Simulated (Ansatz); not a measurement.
One change: `[SiH3]CC=S` becomes `[SiH3][SiH2]CC=S`.

Ansatz, PBE0-D4/def2-TZVP geometries, multiplicity 1. Each molecule was computed in one conformer, which needn't be the lowest.

```
                                      property  `[SiH3]CC=S`
size of the dipole moment (PBE/def2-TZVPP) / D          2.52
          HOMO–LUMO gap (PBE0/def2-TZVPP) / eV          4.32
           HOMO energy (B3LYP/def2-TZVPP) / eV         -6.20
             LUMO energy (PBE/def2-TZVPP) / eV         -3.03
       HOMO–LUMO gap (ωB97M-V/def2-TZVPP) / eV          8.66
            HOMO energy (PBE0/def2-TZVPP) / eV         -6.44
```

Task: What does the change do to each property? (Estimate.)

Result: Ansatz gave: 
| property | `[SiH3][SiH2]CC=S` | shift |
| --- | --- | --- |
| size of the dipole moment (PBE/def2-TZVPP) / D | 2.30 | -0.22 |
| HOMO–LUMO gap (PBE0/def2-TZVPP) / eV | 4.31 | -0.01 |
| HOMO energy (B3LYP/def2-TZVPP) / eV | -6.28 | -0.08 |
| LUMO energy (PBE/def2-TZVPP) / eV | -3.10 | -0.07 |
| HOMO–LUMO gap (ωB97M-V/def2-TZVPP) / eV | 8.63 | -0.03 |
| HOMO energy (PBE0/def2-TZVPP) / eV | -6.51 | -0.07 |

Dipoles are sizes alone; their direction can turn.

B3LYP here is the variant with VWN-RPA as its local correlation; programs differ in this.
